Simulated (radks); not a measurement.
The numbers below are computed, except where a source is named.
Species: Ti4+. Configuration: [Ar] (the NIST ground configuration). Code: a radial shooting solver on a logarithmic mesh with Libxc functionals. Model: scalar-relativistic Kohn-Sham, r2SCAN, spin-polarised, spherical densities, finite nucleus; meta-GGA in the generalised Kohn-Sham scheme; Fermi nuclear charge, rms radius 3.5921 fm.

Normalised radial functions P(r) = r R(r), r in bohr:

r,2p,3s
0.003256,0.0037,0.0713
0.004668,0.0074,0.0986
0.006637,0.0144,0.1334
0.009513,0.0282,0.1780
0.01353,0.0540,0.2291
0.01939,0.1032,0.2831
0.02757,0.1898,0.3243
0.03951,0.3414,0.3296
0.05618,0.5770,0.2636
0.08053,0.9197,0.0886
0.1145,1.3228,-0.1867
0.1641,1.6853,-0.4839
0.2334,1.7992,-0.5917
0.3345,1.5176,-0.3006
0.4756,0.9399,0.3550
0.6817,0.3756,0.9975
0.9694,0.0894,1.0991
1.389,0.0094,0.6724
1.976,0.0004,0.2245
2.832,0.0000,0.0320
4.026,0.0000,0.0016

2p: eigenvalue -504.65 eV, 0 radial nodes, <r> = 0.289 bohr, 90 % of the charge inside 0.475 bohr. 3s: eigenvalue -115.97 eV, 2 radial nodes at r = 0.0913, 0.399 bohr, <r> = 0.976 bohr, 90 % of the charge inside 1.45 bohr.
